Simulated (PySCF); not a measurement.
Compound: C₆H₁₄O₂Si.
SMILES with atom numbers: `[CH3:1][O:2][C@@H:3]1[CH2:4][C@@H:5]([C@@H:6]([CH3:7])[OH:8])[SiH2:9]1`

Cartesian coordinates in Å at the GFN2-xTB level; atoms count from 1:
```
atom  x, y, z in Å
C1     3.6859   -0.3628    0.0932
O2     2.5175   -0.7941    0.7245
C3     1.4301    0.0947    0.5299
C4     0.1589   -0.4428    1.2103
C5    -0.8332   -0.4303    0.0243
C6    -1.9634    0.5867    0.1989
C7    -2.9136    0.5529   -0.9980
O8    -2.6613    0.3815    1.4104
Si9    0.5626    0.0526   -1.1965
H10    4.0254    0.6016    0.4949
H11    3.5302   -0.2485   -0.9895
H12    4.4462   -1.1199    0.2773
H13    1.7143    1.0911    0.8995
H14   -0.1828    0.1712    2.0423
H15    0.3500   -1.4493    1.5778
H16   -1.2861   -1.4133   -0.1333
H17   -1.5431    1.5930    0.3016
H18   -2.3723    0.7815   -1.9117
H19   -3.7113    1.2796   -0.8635
H20   -3.3589   -0.4365   -1.0949
H21   -3.0225   -0.5126    1.4042
H22    0.4298    1.3342   -1.8905
H23    0.9930   -1.0104   -2.1012
```

NICS is the negative of the GIAO shielding at a point without a nucleus: at the ring centre (0) and 1 Å above and below it (1); zz is the component along the ring normal. Level: GIAO PBE0/pcSseg-1 (PySCF, non-relativistic, gas phase) on the GFN2-xTB geometry, one conformer.

Ring bond lengths (Å), with Mayer bond orders in brackets: C3–C4 1.539 (0.99), C4–C5 1.546 (0.99), C5–Si9 1.916 (0.90), Si9–C3 1.933 (0.88).

Q: Give the NICS values of each ring in ppm.

A: 
| ring | type | NICS(0) | NICS(1), two faces | NICS(1)zz, two faces | rms pucker (Å) | centre to ring atoms, mean (Å) |
| --- | --- | --- | --- | --- | --- | --- |
| C3–C4–C5–Si9 | 4-membered ring with Si; formal bonds all single | 1.0 | 0.1 / -1.2 | 5.9 / 4.3 | 0.04 | 1.22 |

Q: What do they say, and how far can they be read as aromaticity?

A: 
- C3–C4–C5–Si9: mean NICS(1)zz 5.1 ppm, deshielded. C3, C4, C5, Si9 have four or more neighbours, so the value isn't read as a sign of a π ring current.

Q: Give the inner angles of the rings and the Hirshfeld charges of the ring atoms.

A: 
- C3–C4–C5–Si9: C3 91.0° (-0.040 e), C4 100.8° (-0.082 e), C5 91.3° (-0.121 e), Si9 76.3° (+0.323 e); sum 359.4° against 360° for a flat convex ring.

Q: What are the shieldings of the ring atoms and their hydrogens in the same run (means over atoms taken as equivalent)?

A: 
```json
{"atoms": "C3", "environment": "sp3 carbon bound to oxygen", "σ isotropic (ppm)": "109.5", "principal values of the symmetric part, first atom (ppm)": "72.7, 97.6, 158.1"}
{"atoms": "C4", "environment": "four-membered-ring carbon", "σ isotropic (ppm)": "150.6", "principal values of the symmetric part, first atom (ppm)": "129.6, 144.6, 177.6"}
{"atoms": "C5", "environment": "sp3 carbon bound to silicon", "σ isotropic (ppm)": "154.0", "principal values of the symmetric part, first atom (ppm)": "140.4, 149.2, 172.5"}
{"atoms": "Si9", "environment": "SiH2 silicon", "σ isotropic (ppm)": "383.7", "principal values of the symmetric part, first atom (ppm)": "351.2, 365.6, 434.3"}
{"atoms": "H13", "environment": "methine hydrogen", "σ isotropic (ppm)": "27.79", "principal values of the symmetric part, first atom (ppm)": "24.1, 28.6, 30.7"}
{"atoms": "H14", "environment": "methylene hydrogen", "σ isotropic (ppm)": "28.40", "principal values of the symmetric part, first atom (ppm)": "23.5, 29.3, 32.5"}
{"atoms": "H15", "environment": "methylene hydrogen", "σ isotropic (ppm)": "29.21", "principal values of the symmetric part, first atom (ppm)": "25.1, 29.0, 33.5"}
{"atoms": "H16", "environment": "methine hydrogen", "σ isotropic (ppm)": "30.39", "principal values of the symmetric part, first atom (ppm)": "26.7, 30.8, 33.7"}
{"atoms": "H22", "environment": "Si–H hydrogen", "σ isotropic (ppm)": "27.16", "principal values of the symmetric part, first atom (ppm)": "23.6, 26.3, 31.7"}
{"atoms": "H23", "environment": "Si–H hydrogen", "σ isotropic (ppm)": "27.03", "principal values of the symmetric part, first atom (ppm)": "23.8, 25.8, 31.5"}
```

On Arm Neoverse N1, one thread, on a shared host, this took 95 s of wall time and 1.1 GiB of memory at its peak. This is the whole shielding run at PBE0/pcSseg-1, SCF included.
